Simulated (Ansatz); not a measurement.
## Molecular dynamics of F₃GeHO

input.yaml

```yaml
crystal:
  periodic: [false, false, false]
  atoms:
    - { symbol: Ge, position_ang: [-0.017154, -0.00566, 0.032586] }
    - { symbol: O, position_ang: [0.008727, -0.02572, 1.787064] }
    - { symbol: H, position_ang: [-0.869015, -0.259318, 2.147892] }
    - { symbol: F, position_ang: [1.612682, 0.012927, -0.523992] }
    - { symbol: F, position_ang: [-0.815767, 1.383864, -0.619551] }
    - { symbol: F, position_ang: [-0.827374, -1.387492, -0.6251] }
basis:
  gaussian: { orbitals: def2-SVP }
hamiltonian:
  xc: pbe
  dispersion: d4
md:
  timestep: 0.5
  n_steps: 100
  ensemble: nve
  temperature: 3000.0
  initial_velocities: maxwell_boltzmann
  seed: 881716
```

Run as:

```bash
$ ansatz run input.yaml --threads 1 --pin off --max-ram 2048MiB --backend cpu --events-out ev --progress --plain --runs-dir out
```

It starts from a relaxed structure.

Output, in part (step lines, the closing report, with atoms numbered from 0):

```
md step     0: t =     0.00 fs  T =  3000.0 K  F+E_penalty+E_count = -66702.27369314 eV  E_kin = 1.551120 eV  conserved = -66700.72257315 eV  (27 SCF iters)
[... lines left out ...]
Total energy: -66701.61683686 eV, -2451.2392067750 hartree
Atom 0 at    -0.038646     0.025664     0.071300 Å, force     1.265095    -2.012169    -1.557647 eV/Å
Atom 1 at    -0.399030    -0.077878     1.766206 Å, force    -0.356638     2.781548    -0.268053 eV/Å
Atom 2 at    -0.122763    -0.906798     2.087454 Å, force     0.645364    -2.427238     0.973089 eV/Å
Atom 3 at     1.419824     0.007673    -0.927680 Å, force    -0.008222    -0.169148     1.031877 eV/Å
Atom 4 at    -0.488665     1.535041    -0.528083 Å, force    -1.232188     1.186032    -0.140738 eV/Å
Atom 5 at    -0.575669    -1.574890    -0.440111 Å, force    -0.313412     0.640975    -0.038528 eV/Å
Dipole moment:    -0.025583    -0.171982     0.484166 e Å
```

The steps, from the saved trajectory:

| time (fs) | T (K) | potential energy less start (eV) | conserved less start (meV/atom) |
| --- | --- | --- | --- |
| 0 | 3000 | 0.000 | 0.00 |
| 1.5 | 2622 | 0.202 | 1.15 |
| 3 | 2652 | 0.182 | 0.31 |
| 4.5 | 2455 | 0.284 | 0.48 |
| 6 | 1902 | 0.574 | 1.03 |
| 7.5 | 1759 | 0.647 | 0.97 |
| 9 | 1926 | 0.557 | 0.33 |
| 10.5 | 1624 | 0.716 | 0.72 |
| 12 | 1569 | 0.745 | 0.88 |
| 13.5 | 1856 | 0.592 | 0.15 |
| 15 | 1515 | 0.773 | 0.90 |
| 16.5 | 1396 | 0.836 | 1.05 |
| 18 | 1744 | 0.652 | 0.51 |
| 19.5 | 1771 | 0.637 | 0.15 |
| 21 | 1460 | 0.805 | 1.37 |
| 22.5 | 1803 | 0.619 | 0.02 |
| 24 | 1517 | 0.772 | 0.80 |
| 25.5 | 1298 | 0.887 | 1.08 |
| 27 | 1592 | 0.732 | 0.60 |
| 28.5 | 1680 | 0.683 | 0.09 |
| 30 | 1332 | 0.871 | 1.40 |
| 31.5 | 1615 | 0.716 | -0.02 |
| 33 | 1255 | 0.906 | 0.70 |
| 34.5 | 835 | 1.126 | 1.06 |
| 36 | 939 | 1.070 | 0.78 |
| 37.5 | 1103 | 0.981 | 0.06 |
| 39 | 658 | 1.218 | 1.25 |
| 40.5 | 847 | 1.116 | 0.44 |
| 42 | 1025 | 1.024 | 0.48 |
| 43.5 | 883 | 1.101 | 0.99 |
| 45 | 1108 | 0.984 | 0.95 |
| 46.5 | 1623 | 0.714 | 0.33 |
| 48 | 1628 | 0.713 | 0.54 |
| 49.5 | 1601 | 0.729 | 0.88 |

The run went to its last step. The conserved energy stayed within 1.5 meV per atom of its start (net change 0.3 meV per atom), so the integration is sound. A run of 0.05 ps of so small a system gives no equilibrium averages.

The same pairs are bonded in the first frame and the last. Pairs count as bonded within 1.25 times the sum of covalent radii (0.12 Å more for H–H).

Last frame:

```xyz
6
Properties=species:S:1:pos:R:3
Ge -0.039 0.026 0.071
O -0.399 -0.078 1.766
H -0.123 -0.907 2.087
F 1.420 0.008 -0.928
F -0.489 1.535 -0.528
F -0.576 -1.575 -0.440
```

Time of the run: 4 min on 1 thread of Arm Neoverse V1, on a shared host, peak memory 0.12 GiB.
